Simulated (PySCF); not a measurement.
Species: H₅N₂OSi₂ (doublet state).
SMILES with atom numbers: `[OH:1][SiH:2]1[NH:3][SiH:4][NH:5]1` (hydrogens: H6 on O1; H7 on Si2; H8 on N3; H9 on Si4; H10 on N5)

Geometry (GFN2-xTB, Å), atoms numbered from 1 in this order:
```
atom  x, y, z in Å
O1     2.0357   -0.7772   -0.3866
Si2    0.5752   -0.5483    0.2776
N3    -0.8009   -0.5397   -0.7853
Si4   -1.3819    1.0509   -0.3478
N5     0.0792    1.0842    0.6131
H6     2.2848   -0.2730   -1.1566
H7     0.5752   -1.4893    1.3775
H8    -1.2088   -1.2699   -1.3386
H9    -2.5962    0.9988    0.4762
H10    0.4465    1.7680    1.2481
```

The hyperfine couplings belong to this conformer and change with its torsions.

Computed with UKS B3LYP, pcH-1 on H N O Si, non-relativistic, mean-field spin-orbit, GIAO in PySCF. Isolated species at its GFN2-xTB geometry (one conformer only). Couplings are sensitive to structure, and on GFN2-xTB geometries they can be far from those on DFT ones, by a factor of two or more for some ions and for spin on atoms past the first row. Stability of the SCF solution: not tested.

(1) The isotropic 29Si couplings are -638.8, -11.9 MHz. Assign them to Si2; Si4.

(2) The isotropic 1H couplings, averaged over equivalent nuclei, are +266.0, +38.3, -6.1, -0.1 MHz. Assign them to H6; H7; H8/H10; H9.

Results:

(1) 
| site | a_iso (MHz) | ρ(0) (bohr⁻³) | position | distance from Si4 (Å) | spin population | largest \|T\| (MHz) |
| --- | --- | --- | --- | --- | --- | --- |
| Si2 | -11.9 | +0.0134 | 2 bonds from Si4 | 2.60 | 0.00 | 3.6 |
| Si4 | -638.8 | +0.7197 | largest spin population | 0.00 | +0.72 | 131.1 |

(2) 
| site | a_iso (MHz) | ρ(0) (bohr⁻³) | position | distance from Si4 (Å) | bound to | spin population there | largest \|T\| (MHz) |
| --- | --- | --- | --- | --- | --- | --- | --- |
| H6 | -0.1 | 0.0000 | 4 bonds from Si4 | 3.98 | O1 | 0.00 | 2.0 |
| H7 | +38.3 | +0.0086 | 3 bonds from Si4 | 3.64 | Si2 | 0.00 | 2.0 |
| H8/H10 | -6.1 | -0.0014 | 2 bonds from Si4 | 2.53 | N3/N5 | +0.06 | 8.6 |
| H9 | +266.0 | +0.0595 | 1 bond from Si4 | 1.47 | Si4 | +0.72 | 6.4 |

ρ(0) is the spin density at the nucleus and T the dipolar tensor; a_iso includes a spin–orbit part; entries for several nuclei are means. The Mulliken spin populations are largest on Si4 (+0.72), H9 (+0.13), N5 (+0.06) and N3 (+0.06). No atom but Si4 exceeds +0.15. The angles at Si4 add up to 308.0°, so it is pyramidal.

β density exceeds α density at some nuclei, such as H8/H10 (-0.0014), spin density in bohr⁻³. In a single determinant that takes different orbitals for the two spins, that is spin polarisation.

Nuclei that the bonding pattern makes equivalent are averaged, as if the motion that swaps them (rotation, inversion, ring flip) were fast.
